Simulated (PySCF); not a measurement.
Delta-SCF ions had no search for a lower state. 

Species: disilyne with silyl groups `[SiH3][Si]#[Si][SiH3]` (charge 0, multiplicity 1).

Task: What HOMO–LUMO gap, HOMO and vertical electron affinity (Delta-SCF) does ωB97X-D3(BJ)/def2-SVP // B3LYP-D3(BJ)/def2-SVP (PySCF) give?

Result: 
```
Item                                       Value
--------------------------------------  --------
HOMO–LUMO gap                            8.01 eV
HOMO                                    -8.37 eV
vertical electron affinity (Delta-SCF)   0.57 eV
```
